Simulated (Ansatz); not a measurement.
C$_{2}$H$_{3}$AlO (`C#[C][AlH][OH]`) at its PBE0-D4/def2-TZVP geometry, where that method's forces vanish. Charge 0, multiplicity 1.

```json
{"atom": "C1", "x (Å)": "0.988", "y (Å)": "-0.665", "z (Å)": "-1.764"}
{"atom": "C2", "x (Å)": "0.423", "y (Å)": "-0.113", "z (Å)": "-0.847"}
{"atom": "Al3", "x (Å)": "-0.468", "y (Å)": "0.772", "z (Å)": "0.587"}
{"atom": "O4", "x (Å)": "-0.889", "y (Å)": "-0.105", "z (Å)": "1.971"}
{"atom": "H5", "x (Å)": "1.487", "y (Å)": "-1.149", "z (Å)": "-2.574"}
{"atom": "H6", "x (Å)": "-0.837", "y (Å)": "2.296", "z (Å)": "0.550"}
{"atom": "H7", "x (Å)": "-0.703", "y (Å)": "-1.036", "z (Å)": "2.077"}
```

(1) For each bond, give half the difference of the two atoms' forces along it (eV/Å; positive pushes the atoms apart) under PBE-D4, r2SCAN-D4, B3LYP-D4, ωB97M-V in def2-TZVPP. (Estimate.)

Results:

(1) Ansatz gave: 
```
  bond  length (Å)  PBE-D4  r2SCAN-D4  B3LYP-D4  ωB97M-V
 C1–C2       1.211    0.94       0.37      0.04    -0.25
 C1–H5       1.067   -0.34      -0.22     -0.10     0.05
C2–Al3       1.906   -0.58      -0.20      0.01     0.21
Al3–O4       1.691    0.25       0.05      0.11     0.10
Al3–H6       1.569   -0.01      -0.03     -0.13    -0.21
 O4–H7       0.956    0.36       0.02      0.01    -0.05
```

B3LYP here is the variant with VWN-RPA as its local correlation; programs differ in this.
